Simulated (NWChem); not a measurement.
# CCl3, doublet; SMILES Cl[C](Cl)Cl

```xyz
4

Cl    -1.6323    -0.4235    -0.0248
C      0.0000     0.0000     0.2712
Cl     1.1829    -1.2019    -0.0248
Cl     0.4494     1.6253    -0.0248
```
Atoms are numbered in this order, from 1.

All runs: NWChem. Spin-unrestricted. In the optimisation the excess spin sits in a (C3, its own frame). Coordinates come from a PBE0/def2-SVP, spin-unrestricted optimisation. No stability test was run on the SCF state. Solvent water, SMD (1 M gas to 1 M solution), gas-phase geometry. Reactions with the solvent are ignored.

Q: Order these runs by computing time, cheapest first, and give rough ratios: M06-2X/def2-SVP; M06-2X/STO-3G; M06-2X/def2-TZVPD.

A: M06-2X/STO-3G (1), M06-2X/def2-SVP (3), M06-2X/def2-TZVPD (20). Ratios are rough, from one shared machine; the cheapest took about 4 core-seconds (a rough figure). What differs between the cheapest and the dearest: dipole in solution (D) 0.02 → 0.08.
